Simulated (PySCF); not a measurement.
## How methods differ on the excitation energy of Cd²⁺

Cd²⁺ [Kr] 4d10 (1S) → Cd²⁺ [Kr] 4d9 5s1 (3D), as a difference of total energies. Computed with PySCF 2.14 in aug-cc-pwCVDZ-PP with ECP28MDF (6s6p5d3f, 70 functions), with a scalar-relativistic core potential. Correlated levels: valence and next inner shell: nothing frozen outside the core potential. The calculations carry no spin-orbit coupling.

```tsv
method	excitation energy (cm⁻¹)
UHF	79202
MP2 (valence and next inner shell)	82266
SCS-MP2 (valence and next inner shell)	82395
CCSD (valence and next inner shell)	80643
CCSD(T) (valence and next inner shell)	80729
```
